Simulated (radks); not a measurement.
The numbers below are computed, except where a source is named.
Dynamic dipole polarisability and lines of the zinc ion Zn12+, [Ar]. Code: a radial shooting solver on a logarithmic mesh with Libxc functionals. Model: non-relativistic Kohn-Sham, exchange-only LDA, spin-polarised, spherical densities, point nucleus. Time-dependent linear response with the Hartree and adiabatic exchange-only LDA kernel, continuum included through the Sternheimer equations. Lines are the poles of the dipole polarisability below minus the highest occupied eigenvalue, found on a grid refined at the orbital gaps; the lowest seven at most are given, and weak or close lines can be missed. The first line takes the name of the lowest orbital gap if no other gap lies below it; otherwise a line is named after a gap within 0.6 % of it, if that gap stands alone.

photon energy (eV),alpha (bohr^3)
0,0.2288
6.526,0.2298
32.631,0.2564
58.736,0.3618
84.841,1.343
110.95,-0.3625
137.05,-0.1098
163.16,-0.01997
189.26,0.05611
215.37,0.02793
241.47,-2.974
267.58,-0.1078
293.68,0.0005565
319.79,-0.02337
345.89,-0.002354
372.00,-0.3854

Lines (eV, oscillator strength): 91.784 (13.51 nm, 3p-3d), f = 2.15; 200.51 (6.183 nm, 3p-4s), f = 0.286; 240.94 (5.146 nm, 3p-4d), f = 1.04; 259.52 (4.777 nm, 3s-4p), f = 0.354; 285.41 (4.344 nm, 3p-5s), f = 0.0716; 303.71 (4.082 nm, 3p-5d), f = 0.392; 324.78 (3.817 nm, 3p-6s), f = 0.0269. Higher lines, where found, are left out when the end of the mesh affects them. Those listed give 94 % of the static polarisability (sum of f/w^2). Orbital energy gaps for comparison: 3p-3d 70.290 eV; 3p-4s 199.89 eV; 3p-4d 240.32 eV; 3s-4p 258.96 eV; 3p-5s 285.21 eV.
